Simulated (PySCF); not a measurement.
# Atomic charges by several schemes

Species: C5H9O2P.
Structure used (GFN2-xTB), in Å, numbered top down from 1:
```
atom  x, y, z in Å
C1     2.6993    0.4976    0.2630
C2     1.5923    0.6361   -0.4423
P3     0.3757   -0.7120   -0.4668
O4     0.7728   -1.9387    0.2352
O5     0.1611   -0.9763   -2.0488
C6    -1.1901    0.0369    0.0990
C7    -2.0261    0.5995   -0.7572
C8    -1.3757   -0.0429    1.5749
H9     3.4581    1.2619    0.3208
H10    2.8746   -0.4156    0.8090
H11    1.3566    1.5244   -1.0081
H12    0.2731   -1.9187   -2.1891
H13   -2.9509    1.0510   -0.4340
H14   -1.8170    0.6202   -1.8131
H15   -1.2395   -1.0745    1.8969
H16   -0.6115    0.5535    2.0755
H17   -2.3599    0.3095    1.8750
```

Density: PBE0/pcSseg-1 (PySCF); schemes: Mulliken, IAO, Hirshfeld and ESP-fitted. Geometry: GFN2-xTB, one conformer, isolated molecule.

**Question.** What partial charge does each atom carry?

**Answer.** In e:

```json
{"atom": "C1", "environment": "terminal =CH2 carbon", "Mulliken": "-0.113", "IAO": "-0.262", "Hirshfeld": "-0.065", "ESP-fitted": "-0.319"}
{"atom": "C2", "environment": "alkene CH carbon", "Mulliken": "-0.467", "IAO": "-0.431", "Hirshfeld": "-0.102", "ESP-fitted": "-0.261"}
{"atom": "P3", "environment": "phosphoryl phosphorus", "Mulliken": "+1.245", "IAO": "+1.691", "Hirshfeld": "+0.471", "ESP-fitted": "+0.934"}
{"atom": "O4", "environment": "phosphoryl oxygen", "Mulliken": "-0.607", "IAO": "-0.918", "Hirshfeld": "-0.394", "ESP-fitted": "-0.643"}
{"atom": "O5", "environment": "hydroxyl oxygen", "Mulliken": "-0.517", "IAO": "-0.769", "Hirshfeld": "-0.241", "ESP-fitted": "-0.667"}
{"atom": "C6", "environment": "fully substituted alkene carbon", "Mulliken": "-0.675", "IAO": "-0.246", "Hirshfeld": "-0.042", "ESP-fitted": "+0.075"}
{"atom": "C7", "environment": "terminal =CH2 carbon", "Mulliken": "-0.026", "IAO": "-0.300", "Hirshfeld": "-0.093", "ESP-fitted": "-0.526"}
{"atom": "C8", "environment": "allylic carbon", "Mulliken": "-0.154", "IAO": "-0.427", "Hirshfeld": "-0.118", "ESP-fitted": "-0.441"}
{"atom": "H9", "environment": "vinylic hydrogen", "Mulliken": "+0.130", "IAO": "+0.160", "Hirshfeld": "+0.058", "ESP-fitted": "+0.173"}
{"atom": "H10", "environment": "vinylic hydrogen", "Mulliken": "+0.145", "IAO": "+0.170", "Hirshfeld": "+0.053", "ESP-fitted": "+0.188"}
{"atom": "H11", "environment": "vinylic hydrogen", "Mulliken": "+0.142", "IAO": "+0.166", "Hirshfeld": "+0.051", "ESP-fitted": "+0.169"}
{"atom": "H12", "environment": "hydroxyl hydrogen", "Mulliken": "+0.252", "IAO": "+0.381", "Hirshfeld": "+0.183", "ESP-fitted": "+0.451"}
{"atom": "H13", "environment": "vinylic hydrogen", "Mulliken": "+0.115", "IAO": "+0.151", "Hirshfeld": "+0.051", "ESP-fitted": "+0.220"}
{"atom": "H14", "environment": "vinylic hydrogen", "Mulliken": "+0.125", "IAO": "+0.162", "Hirshfeld": "+0.044", "ESP-fitted": "+0.215"}
{"atom": "H15", "environment": "methyl hydrogen", "Mulliken": "+0.150", "IAO": "+0.170", "Hirshfeld": "+0.049", "ESP-fitted": "+0.149"}
{"atom": "H16", "environment": "methyl hydrogen", "Mulliken": "+0.135", "IAO": "+0.156", "Hirshfeld": "+0.046", "ESP-fitted": "+0.129"}
{"atom": "H17", "environment": "methyl hydrogen", "Mulliken": "+0.120", "IAO": "+0.148", "Hirshfeld": "+0.050", "ESP-fitted": "+0.152"}
```

Mean size of the charges over all atoms: IAO 0.395 e, ESP-fitted 0.336 e, Mulliken 0.301 e, Hirshfeld 0.124 e. Each set sums to the total charge, 0, to within 0.001 e. The Mulliken scheme counts on each atom the diagonal of the density matrix times the overlap matrix over that atom's basis functions.

Lowest charge. The schemes don't all agree: Mulliken C6 (-0.675); IAO O4 (-0.918); Hirshfeld O4 (-0.394); ESP-fitted O5 (-0.667).

Highest charge. All schemes agree: Mulliken P3 (+1.245); IAO P3 (+1.691); Hirshfeld P3 (+0.471); ESP-fitted P3 (+0.934).

**Question.** How many electrons does the IAO scheme count on O4?

**Answer.** Z − q = 8 − (-0.918) = 8.918.

**Question.** How closely do the schemes follow one another over all atoms?

**Answer.** Correlation coefficient and root-mean-square difference: IAO with Hirshfeld 0.98, 0.384 e; Mulliken with IAO 0.94, 0.209 e; Hirshfeld with ESP-fitted 0.94, 0.249 e; IAO with ESP-fitted 0.94, 0.225 e; Mulliken with Hirshfeld 0.90, 0.279 e; Mulliken with ESP-fitted 0.80, 0.262 e.

These values come from a run that also computed NMR shieldings. Time: 27 s wall; peak memory 0.90 GiB. Hardware: an Arm Neoverse V1 with one thread, no GPU (shared host).
